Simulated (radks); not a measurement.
Effect of the nuclear size on the bismuth ion Bi42+, [Kr] 4d5. All-electron calculation, Dirac Kohn-Sham, relativistic LDA (MacDonald-Vosko exchange, VWN5 correlation), spin-unpolarised, spherical densities, finite nucleus; open shells fill j = l - 1/2 first; Fermi nuclear charge, rms radius 5.5211 fm. Program: a radial shooting solver on a logarithmic mesh with Libxc functionals. The rms radius is varied about that value; shifts are against it.

rms radius (fm) = 4.6653: total energy shift (eV) -41.2; density at nucleus (e/bohr^3) 3.151e+06; 1s1/2 shift (meV) -16300; 2s1/2 shift (meV) -2500; 4s1/2 shift (meV) -184; 4p1/2 shift (meV) -6.63; 4d5/2 shift (meV) 7.78; 5s1/2 (empty) shift (meV) -76.6; 5p1/2 (empty) shift (meV) -3.19
rms radius (fm) = 5.0739: total energy shift (eV) -22.0; density at nucleus (e/bohr^3) 3.035e+06; 1s1/2 shift (meV) -8690; 2s1/2 shift (meV) -1330; 4s1/2 shift (meV) -98.1; 4p1/2 shift (meV) -3.55; 4d5/2 shift (meV) 4.16; 5s1/2 (empty) shift (meV) -40.9; 5p1/2 (empty) shift (meV) -1.71
rms radius (fm) = 5.5211: total energy shift (eV) 0; density at nucleus (e/bohr^3) 2.923e+06; 1s1/2 shift (meV) 0.000; 2s1/2 shift (meV) 0.000; 4s1/2 shift (meV) 0.000; 4p1/2 shift (meV) 0.000; 4d5/2 shift (meV) 0.000; 5s1/2 (empty) shift (meV) 0.000; 5p1/2 (empty) shift (meV) 0.000
rms radius (fm) = 5.7309: total energy shift (eV) 10.7; density at nucleus (e/bohr^3) 2.875e+06; 1s1/2 shift (meV) 4220; 2s1/2 shift (meV) 647; 4s1/2 shift (meV) 47.6; 4p1/2 shift (meV) 1.73; 4d5/2 shift (meV) -2.02; 5s1/2 (empty) shift (meV) 19.9; 5p1/2 (empty) shift (meV) 0.831
rms radius (fm) = 6.5204: total energy shift (eV) 52.9; density at nucleus (e/bohr^3) 2.714e+06; 1s1/2 shift (meV) 20900; 2s1/2 shift (meV) 3200; 4s1/2 shift (meV) 235; 4p1/2 shift (meV) 8.58; 4d5/2 shift (meV) -9.97; 5s1/2 (empty) shift (meV) 98.2; 5p1/2 (empty) shift (meV) 4.12

Slopes of the eigenvalues against <r^2> in GHz/fm^2, as finite differences over the two radii next to the reference (eigenvalue slopes, not the field-shift constants of lines): 1s1/2 440000, 2s1/2 67500, 4s1/2 4960, 4p1/2 180, 4d5/2 -210, 5s1/2 (empty) 2070, 5p1/2 (empty) 86.4.
